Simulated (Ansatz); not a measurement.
Basis sets compared for the cluster GeF2⁻ (the lowest doublet isomer of a short search). Charge -1, multiplicity 2. Geometry PBE-D4/def2-TZVPD. Ansatz on 4 threads of Arm Neoverse V1 on a shared host; times are rough, and most runs start from earlier orbitals.

Cartesian coordinates in Å:
```
Ge 0.2753 0.7904 0.0505
F 1.0292 -0.7598 -0.6793
F -1.3044 -0.0306 0.6288
```

At PBE-D4/def2-SVPD, PBE-D4/def2-TZVPD, PBE0-D4/def2-SVPD, PBE0-D4/def2-TZVPD the highest occupied level of the charge -1 doublet lies above zero (up to 2.28 eV). By energy differences its removal costs 1.08 eV (vertical, to the charge 0 singlet, at LC-ωPBE (ω = 0.30 bohr⁻¹)/def2-TZVPD). The structure comes from a short search, and lower isomers may exist.

| level | functions | energy (Eh) | HOMO (eV) | LUMO (eV) | wall time |
| --- | --- | --- | --- | --- | --- |
| PBE-D4/def2-SVPD | 84 | -2275.9026 | 2.28 | 3.55 | 0.75 s |
| PBE0-D4/def2-SVPD | 84 | -2275.9434 | 1.21 | 4.38 | 1.1 s |

Task: Estimate the rows for PBE-D4/def2-TZVPD, PBE0-D4/def2-TZVPD.

Result: 
| level | functions | energy (Eh) | HOMO (eV) | LUMO (eV) | wall time |
| --- | --- | --- | --- | --- | --- |
| PBE-D4/def2-TZVPD | 134 | -2276.3968 | 2.13 | 3.34 | 1.2 s |
| PBE0-D4/def2-TZVPD | 134 | -2276.4376 | 1.13 | 4.14 | 1.8 s |
